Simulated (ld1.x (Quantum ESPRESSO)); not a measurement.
**An all-electron radial function and its pseudo partner (Mn (Z = 25))**

Columns: radius, all-electron u(r) and pseudo u(r) of the 4p shell (level -1.37 eV) of manganese in the configuration [Ne] 3s2 3p6 3d5 4s2 4p0; PBE, scalar-relativistic, ultrasoft scheme, ld1.x (Quantum ESPRESSO) 7.5.

```
r (bohr)  all-electron   pseudo
   0.103        0.0906  -0.0269
   0.205        0.0830  -0.1003
   0.308       -0.0024  -0.2036
   0.410       -0.0899  -0.3108
   0.513       -0.1495  -0.3988
   0.615       -0.1747  -0.4468
   0.718       -0.1713  -0.4461
   0.820       -0.1471  -0.3982
   0.923       -0.1093  -0.3137
   1.025       -0.0642  -0.2108
   1.128       -0.0152  -0.1048
   1.230        0.0340  -0.0111
   1.332        0.0822   0.0651
   1.435        0.1286   0.1247
   1.538        0.1723   0.1720
   1.640        0.2124   0.2124
   1.743        0.2496   0.2496
   1.845        0.2832   0.2832
   1.948        0.3139   0.3139
   2.050        0.3414   0.3414
   2.153        0.3661   0.3661
   2.255        0.3879   0.3879
   2.358        0.4074   0.4074
   2.460        0.4241   0.4241
   2.562        0.4386   0.4386
   2.665        0.4511   0.4511
```

(1) How many radial nodes do the two functions have?

(2) At about which radius was the pseudo-wave matched?

(3) Is the pseudo-wave norm-conserving?

## Answers

(1) The all-electron 4p function has n − l − 1 = 2; the pseudo-wave has 1, since 1 lower shell of the same l stays in the valence.

(2) 1.65 bohr. The columns agree to 0.0005 from 1.54 bohr on; several derivatives are matched, so the curves merge somewhat inside the radius.

(3) No, it belongs to an ultrasoft set: the norm inside the radius is not constrained, and the difference is carried by the augmentation charge.
